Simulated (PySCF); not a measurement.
C2H10Si2, SMILES CC[SiH2][SiH3]. Heavy atoms are numbered as in [CH3:1][CH2:2][SiH2:3][SiH3:4]. Hydrogens are named by the atom that carries them.

The structure is a stationary point at ωB97X-D3(BJ)/def2-SVP. Other conformers were not sampled.

The numbers are results of r2SCAN/def2-TZVP (PySCF), not measurements.

ESP charges are fitted to the potential on shells at 1.4 to 2.0 van der Waals radii. Atomic charges (e), one atom of each kind:

```json
[
 {"atom": "C1 (CH3)", "Löwdin": "-0.33", "Mulliken": "-0.33", "ESP fit": "-0.28"},
 {"atom": "C2 (CH2)", "Löwdin": "?", "Mulliken": "-0.29", "ESP fit": "-0.04"},
 {"atom": "Si3 (SiH2)", "Löwdin": "0.16", "Mulliken": "0.17", "ESP fit": "0.18"},
 {"atom": "Si4 (SiH3)", "Löwdin": "?", "Mulliken": "0.06", "ESP fit": "0.07"},
 {"atom": "H on C1", "Löwdin": "?", "Mulliken": "0.11", "ESP fit": "0.08"},
 {"atom": "H on C2", "Löwdin": "0.14", "Mulliken": "0.11", "ESP fit": "0.05"},
 {"atom": "H on Si3", "Löwdin": "?", "Mulliken": "-0.03", "ESP fit": "-0.07"},
 {"atom": "H on Si4", "Löwdin": "-0.04", "Mulliken": "-0.03", "ESP fit": "-0.04"}
]
```

Fill in the missing entries. (An estimate is asked for; the answer gives what the named calculation found.)


- C2 (CH2), Löwdin: -0.43
- Si4 (SiH3), Löwdin: 0.12
- H on C1, Löwdin: 0.12
- H on Si3, Löwdin: -0.03

Give the Mayer and Wiberg (Löwdin basis) orders of the bonds. (The exact figures need the calculation; the answer reports its results.)


| bond | Mayer | Wiberg |
|---|---|---|
| C1–C2 | 0.96 | 1.32 |
| C2–Si3 | 0.98 | 1.16 |
| Si3–Si4 | 0.96 | 1.15 |
